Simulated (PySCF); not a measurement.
Radial density of Rh (rhodium, neutral)

BLYP, [Kr] 4d7 5s1 6s1, high-spin 6F determinant (an excited configuration). All numbers are calculated (PySCF 2.14, scalar relativity by spin-free X2C-1e, in aug-cc-pwCVTZ-DK (11s10p8d4f3g, 136 functions)).

| r (bohr) | 4πr²ρ (e/bohr) | 4πr²(ρα − ρβ) |
| --- | --- | --- |
| 0.0268 | 56.32 | 0.0031 |
| 0.0450 | 48.56 | 0.0015 |
| 0.0757 | 63.93 | 0.0485 |
| 0.127 | 65.65 | 0.2313 |
| 0.214 | 47.23 | 0.5660 |
| 0.360 | 52.73 | 0.2302 |
| 0.606 | 16.69 | 0.4396 |
| 1.02 | 15.01 | 2.2752 |
| 1.72 | 5.144 | 1.6800 |
| 2.88 | 0.9439 | 0.6159 |
| 4.85 | 0.1231 | 0.1131 |
| 8.16 | 0.1611 | 0.1611 |
| 13.7 | 0.01931 | 0.0193 |

Densities and radii are taken from the X2C orbitals without a picture-change correction, which distorts them close to the nucleus.

The outer electron is Rydberg-like, and this basis confines it to a smaller radius and binds it less than a complete one would.
